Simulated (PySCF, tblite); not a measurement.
Isomers of C7H17OP. Computed values, GFN2-xTB/tblite, gas phase, harmonic and unscaled. The method is semi-empirical: single wavenumbers can be off by several per cent or more. Modes of hydrogen on phosphorus can be 10 to 20 % off. One conformer each.

Electronic energies: PBE0/pcSseg-1 single points on the GFN2-xTB geometries (PySCF, gas phase).

| SMILES | electronic energy, lowest = 0 (kJ/mol) |
| --- | --- |
| CC[C@@H](C)[P@@H](=O)C(C)C | 47.8 |
| CCC[P@H](=O)C(C)(C)C | 39.6 |
| CC[P@H](=O)C(C)(C)CC | 47.6 |
| COCCPCC(C)C | 170.2 |
| CCC[P@@](C)(=O)C(C)C | 0.0 |
| CCC(C)(C)P(C)CO | 132.4 |

How do GFN2-xTB zero-point energies change the relative energies?

| SMILES | ZPE (kJ/mol) | of it from modes above 1550 cm⁻¹ | electronic (kJ/mol) | with ZPE, lowest = 0 (kJ/mol) | lowest mode (cm⁻¹) | rings |
| --- | --- | --- | --- | --- | --- | --- |
| CCC[P@@](C)(=O)C(C)C | 596.6 | 305.5 | 0.0 | 0.0 | 35 | 0 |
| CCC[P@H](=O)C(C)(C)C | 596.1 | 300.9 | 39.6 | 39.1 | 51 | 0 |
| CC[P@H](=O)C(C)(C)CC | 596.3 | 301.3 | 47.6 | 47.3 | 57 | 0 |
| CC[C@@H](C)[P@@H](=O)C(C)C | 597.1 | 300.6 | 47.8 | 48.3 | 40 | 0 |
| CCC(C)(C)P(C)CO | 596.3 | 307.6 | 132.4 | 132.1 | 44 | 0 |
| COCCPCC(C)C | 594.4 | 297.6 | 170.2 | 168.0 | 33 | 0 |

The zero-point energies span 2.7 kJ/mol, from `COCCPCC(C)C` to `CC[C@@H](C)[P@@H](=O)C(C)C`. The order is unchanged.

And how do the electronic energies of GFN2-xTB itself compare?

`CCC[P@@](C)(=O)C(C)C` 14.1; `CCC[P@H](=O)C(C)(C)C` 0.0; `CC[P@H](=O)C(C)(C)CC` 10.2; `CC[C@@H](C)[P@@H](=O)C(C)C` 9.2; `CCC(C)(C)P(C)CO` 210.3; `COCCPCC(C)C` 209.8 kJ/mol, lowest = 0. Against the energies above, taken from the same isomer `CCC[P@@](C)(=O)C(C)C`, the largest difference is 63.8 kJ/mol.

What do entropy and thermal enthalpy add at 298.15 K and 1 bar (rigid rotor, harmonic oscillator, one conformer each)?

```tsv
SMILES	point group	symmetry number	S (J/(mol K))	H − H(0) (kJ/mol)	ZPE + H − H(0) − TS (kJ/mol)
CCC[P@@](C)(=O)C(C)C	C1	1	475.6	37.42	492.2
CCC[P@H](=O)C(C)(C)C	C1	1	456.9	35.84	495.7
CC[P@H](=O)C(C)(C)CC	C1	1	458.3	36.12	495.7
CC[C@@H](C)[P@@H](=O)C(C)C	C1	1	462.7	36.07	495.2
CCC(C)(C)P(C)CO	C1	1	457.5	36.60	496.5
COCCPCC(C)C	C1	1	474.9	36.16	488.9
```
